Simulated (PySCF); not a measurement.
A PySCF script (with the pyscf-properties extension) for the NMR shieldings of C$_{5}$H$_{8}$AlBCl$_{2}$, on a GFN2-xTB geometry:

```python
import basis_set_exchange as bse
import numpy as np
from pyscf import gto, dft
from pyscf.prop import nmr

atoms = """
Cl    2.242800    2.233650   -0.053259
B     2.731860    0.439609   -0.125696
Cl    4.358254    0.109250   -0.515072
C     1.465256   -0.314925   -0.176181
C     0.707862   -1.215205    0.453516
C    -0.710457   -1.443625    0.046337
C    -1.583004   -0.345103    0.695058
C    -1.418731    1.019554    0.000578
Al    0.360839    1.292758   -0.888613
H     1.037707   -1.716055    1.359591
H    -1.059010   -2.426949    0.364361
H    -0.805238   -1.357646   -1.040078
H    -1.304153   -0.260194    1.747538
H    -2.628461   -0.663313    0.656045
H    -1.804754    1.797498    0.671261
H    -2.092181    1.043018   -0.871857
H     0.494412    1.819708   -2.333438
"""
names = dict.fromkeys(["Cl", "B", "C", "Al", "H"], "pcSseg-1")
basis = {el: gto.basis.parse(bse.get_basis(n, elements=[el], fmt="nwchem")) for el, n in names.items()}
mol = gto.M(atom=atoms, basis=basis, charge=0, verbose=0)
mf = dft.RKS(mol, xc="PBE0")
mf.grids.level = 2
mf.grids.alignment = dft.numint.BLKSIZE   # the property module wants whole blocks of grid points
mf.conv_tol = 1e-9
mf.kernel()

calc = nmr.RKS(mf)   # GIAO
C = mf.mo_coeff
Co = C[:, mf.mo_occ > 0]
resp = mf.gen_response(singlet=True, hermi=2)
def vind(x):   # induced exchange potential for any number of trial vectors
    d = np.einsum("pi,xij,qj->xpq", C, 2 * x.reshape(-1, C.shape[1], Co.shape[1]), Co, optimize=True)
    return np.einsum("xpq,pi,qj->xij", resp(d - d.transpose(0, 2, 1)), C, Co, optimize=True).ravel()
mo1, _ = nmr.rhf.solve_mo1(calc, with_cphf=vind)
sigma = calc.kernel(mo1)
for i, s in enumerate(sigma):   # ppm
    w = np.linalg.eigvalsh((s + s.T) / 2)
    print("%2d %-2s iso %8.1f  s11 %8.1f  s22 %8.1f  s33 %8.1f" % (i, mol.atom_pure_symbol(i), w.mean(), *w))
```

Task: What does it print?

Result: 
```
 0 Cl iso    749.2  s11    630.8  s22    738.1  s33    878.8
 1 B  iso     63.4  s11      7.4  s22     79.8  s33    103.1
 2 Cl iso    768.6  s11    612.1  s22    817.9  s33    875.9
 3 C  iso      0.2  s11    -57.9  s22    -33.2  s33     91.7
 4 C  iso     27.2  s11    -76.9  s22      2.2  s33    156.2
 5 C  iso    142.2  s11    132.9  s22    143.5  s33    150.3
 6 C  iso    158.6  s11    146.3  s22    161.2  s33    168.4
 7 C  iso    178.0  s11    162.9  s22    181.8  s33    189.1
 8 Al iso    415.8  s11    342.6  s22    365.7  s33    539.0
 9 H  iso     24.1  s11     20.6  s22     25.0  s33     26.7
10 H  iso     29.1  s11     25.1  s22     27.2  s33     35.0
11 H  iso     30.6  s11     27.6  s22     28.5  s33     35.8
12 H  iso     30.7  s11     26.1  s22     29.1  s33     36.9
13 H  iso     29.4  s11     23.2  s22     28.2  s33     36.7
14 H  iso     31.2  s11     26.2  s22     28.6  s33     38.6
15 H  iso     31.5  s11     26.5  s22     29.6  s33     38.5
16 H  iso     27.2  s11     22.5  s22     26.2  s33     32.9
```

These numbers come from an equivalent density-fitted implementation of the same equations, which agrees with the script to about 0.01 ppm for H and up to a few tenths of a ppm for heavy atoms, so last digits may differ.

Size and cost of the density-fitted run: 214 basis functions, 99 s wall time on 1 thread of an Arm Neoverse N1, shared host; peak memory 0.96 GiB.
